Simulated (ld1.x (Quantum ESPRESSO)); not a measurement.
Zr (Z = 40), TM semilocal: configuration errors across variants

ld1.x (Quantum ESPRESSO) 7.5 input, shortened:

```
&input
   title='Zr', zed=40., rel=1, dft='PZ', iswitch=3,
   config='[Kr] 4d2 5s2 5p0'
 /
 &inputp
   pseudotype=1, tm=.true., lloc=0,
   nlcc=.true., rcore=1.80
 /
3
4P  2  1   6.00   0.00  2.05  2.05  0.0
4D  3  2   2.00   0.00  2.15  2.15  0.0
5S  1  0   2.00   0.00  3.10  3.10  0.0
 &test
   configts(1)='4p6 4d2 5s2 5p0'
 /
```

All-electron excitation energies from the reference (eV): (1) 4p6 4d2 5s1 5p0 7.352; (2) 4p6 4d2 5s0 5p0 20.593; (3) 4p6 4d1 5s0 5p0 43.414; (4) 4p6 4d0 5s0 5p0 77.792; (5) 4p6 4d2.5 5s1.5 5p0 0.526; (6) 4p6 4d1 5s2 5p0 7.822; (7) 4p6 4d3 5s1 5p0 1.225; (8) 4p6 4d2 5s2 5p0 spin -0.483; (9) 4p6 4d2 5s1 5p0 spin 6.271.

Spin tests fill each open shell by Hund’s rule, majority spin first.

A semilocal file is local in each channel, so a ghost entry of none says nothing of the separable form that plane-wave codes build from it.

Errors AE − PS in meV (a dash: test not solved or not reliable):

```tsv
change	(1)	(2)	(3)	(4)	(5)	(6)	(7)	(8)	(9)	bound ghosts
base	-2.9	-18	+56	+156	-7.2	-1.4	-25	+30	+51	none
all radii but the core radius scaled by about 0.80 (s 2.48, p 1.64, d 1.72 bohr)	-1.1	-14	+26	+51	-4.4	+25	-16	+26	+44	none
all radii but the core radius scaled by about 0.90 (s 2.78, p 1.84, d 1.92 bohr)	-2.6	-18	+48	+121	-6.7	+2.8	-23	+28	+48	none
all radii but the core radius scaled by about 1.08 (s 3.36, p 2.22, d 2.32 bohr)	-2.6	-19	+43	+144	-6.1	+7.0	-21	+32	+53	none
all radii but the core radius scaled by about 1.20 (s 3.70, p 2.46, d 2.58 bohr)	-2.3	-29	-9.8	+72	-2.6	+33	-9.7	+36	+57	none
all radii but the core radius scaled by about 1.28 (s 3.98, p 2.62, d 2.76 bohr)	-2.5	-47	-84	-26	+1.6	+65	+4.2	+40	+61	none
all radii but the core radius scaled by about 1.38 (s 4.28, p 2.82, d 2.96 bohr)	-3.8	-80	-192	-161	+7.0	+107	+23	+45	+64	none
```

(1) Give the same row for: all radii but the core radius scaled by about 0.95 (s 2.96, p 1.96, d 2.04 bohr).

Results:

(1) -3.0, -18, +56, +148, -7.4, -2.4, -25, +28, +49; bound ghosts: none.
